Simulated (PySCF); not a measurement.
A GIAO shielding run with PySCF 2.14 (density fitting, non-relativistic, gas phase) on `[Se](C)C1=CC=C(Cl)C=C1`, C7H7ClSe:

```
{"job": {"kind": "nmr", "xc": "WP04", "basis": "pcSseg-1", "pop": false}, "charge": 0, "multiplicity": 1}
C      2.474342    -0.669060     0.227305
Se     1.431116     0.954180     0.106320
C     -0.323492     0.223939     0.085587
C     -0.602215    -1.145139     0.140706
C     -1.919544    -1.599642     0.121431
C     -2.967737    -0.686874     0.046983
Cl    -4.605136    -1.252254     0.024410
C     -2.706074     0.682533    -0.009344
C     -1.390850     1.129862     0.010209
H      3.524380    -0.347735     0.248835
H      2.314387    -1.309583    -0.650663
H      2.249008    -1.216922     1.152398
H      0.202149    -1.879636     0.199656
H     -2.135461    -2.668517     0.164676
H     -3.533972     1.391053    -0.067925
H     -1.194654     2.204570    -0.033807
```

Hardware: 1 thread of an Arm Neoverse V1, shared host.

(1) How large is the calculation?

(2) How long does it take?

(3) And these other runs on the same molecule and hardware: GIAO shielding at PBE0/pcSseg-1?

## Answers

(1) 100 electrons, 219 basis functions and 1223 auxiliary functions.

(2) 42 s of wall time, with 13 SCF cycles and 4 response iterations. Times on a shared host scatter by some tens of per cent.

(3) PBE0/pcSseg-1: 219 functions, 41 s.
